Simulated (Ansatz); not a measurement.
`CCCCCCCCCCCCCCSC(C)=O` with charge +1. Total charge 1; doublet. Geometry PBE-D4/def2-SVP, that of the neutral singlet; atoms count from 1.

Cartesian coordinates in Å:
```
C 2.582 7.114 -4.758
C 2.210 6.108 -3.667
C 3.313 5.078 -3.393
C 3.011 4.089 -2.259
C 1.832 3.145 -2.520
C 1.614 2.114 -1.410
C 0.434 1.171 -1.659
C 0.230 0.126 -0.557
C -0.957 -0.810 -0.811
C -1.141 -1.923 0.230
C -1.500 -1.426 1.637
C -1.692 -2.535 2.680
C -2.891 -3.455 2.422
C -3.168 -4.459 3.540
S -1.791 -5.659 3.714
C -2.474 -6.663 5.048
C -1.565 -7.807 5.451
O -3.556 -6.432 5.553
H 2.791 6.604 -5.722
H 3.494 7.686 -4.487
H 1.769 7.847 -4.938
H 1.271 5.586 -3.954
H 1.977 6.649 -2.722
H 4.255 5.621 -3.157
H 3.522 4.510 -4.328
H 2.823 4.656 -1.318
H 3.919 3.478 -2.062
H 0.897 3.732 -2.657
H 1.996 2.615 -3.487
H 2.543 1.514 -1.277
H 1.463 2.643 -0.441
H 0.577 0.652 -2.634
H -0.498 1.770 -1.775
H 0.102 0.651 0.416
H 1.158 -0.481 -0.450
H -0.836 -1.273 -1.815
H -1.892 -0.207 -0.873
H -1.931 -2.616 -0.131
H -0.210 -2.532 0.287
H -2.428 -0.811 1.579
H -0.707 -0.738 1.999
H -0.764 -3.147 2.745
H -1.814 -2.072 3.685
H -3.808 -2.835 2.301
H -2.765 -4.001 1.462
H -4.089 -5.044 3.353
H -3.296 -3.956 4.521
H -1.419 -8.502 4.599
H -2.023 -8.349 6.299
H -0.565 -7.427 5.743
```

Single mean-field runs in def2-TZVP are fitted with def2-universal-jkfit.

Question: Estimate the Mulliken populations of the heavy atoms from the PBE0/def2-TZVP orbitals of Ansatz.

Answer: 
```tsv
atom	charge (e)	spin (α − β)
C1	-0.37	0.01
C2	-0.22	0.01
C3	-0.18	0.03
C4	-0.15	0.03
C5	-0.25	0.04
C6	-0.20	0.02
C7	-0.20	0.03
C8	-0.25	0.02
C9	-0.16	0.02
C10	-0.21	0.01
C11	-0.23	0.00
C12	-0.22	0.01
C13	-0.25	0.01
C14	-0.24	-0.02
S15	0.23	0.61
C16	0.21	-0.06
C17	-0.38	0.00
O18	-0.21	0.09
```
Mulliken values depend strongly on the basis.

Question: Where does the spin sit?

Answer: Summed by element: C 0.14, S 0.61, O 0.09, H 0.15, of 1 unpaired in all. Largest on single atoms: S15 0.61, O18 0.09, C16 -0.06.

Question: And the Mayer bond orders between heavy atoms (over 0.3)?

Answer: C1–C2 1.01 (1.53 Å); C2–C3 1.01 (1.53 Å); C3–C4 1.00 (1.53 Å); C4–C5 0.97 (1.53 Å); C5–C6 1.03 (1.53 Å); C6–C7 1.00 (1.53 Å); C7–C8 1.03 (1.53 Å); C8–C9 1.00 (1.53 Å); C9–C10 1.01 (1.54 Å); C10–C11 1.00 (1.53 Å); C11–C12 1.02 (1.53 Å); C12–C13 0.98 (1.53 Å); C13–C14 1.00 (1.53 Å); C14–S15 0.98 (1.84 Å); S15–C16 1.02 (1.80 Å); C16–C17 1.00 (1.52 Å); C16–O18 2.01 (1.22 Å).
